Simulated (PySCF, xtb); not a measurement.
ZrFH3, SMILES [ZrH3][F], multiplicity 1.

GFN2-xTB in xtb at its own geometry gives an orbital gap of 3.50 eV and a dipole moment of 1.33 D.

Coordinates come from a PBE0-D3(BJ)/def2-TZVP optimisation. The spin state was assumed, not searched. The structure was generated by enumeration; whether it is a known compound was not checked. The def2 effective core potentials stand for the cores of Zr; spin–orbit coupling is left out.

### Question
What does PBE0/def2-TZVPD (PySCF) give? (Estimate from the structure and the level; the computed values follow.)

### Answer
gap 6.27 eV (levels -8.60 and -2.33 eV), dipole 0.64 D.
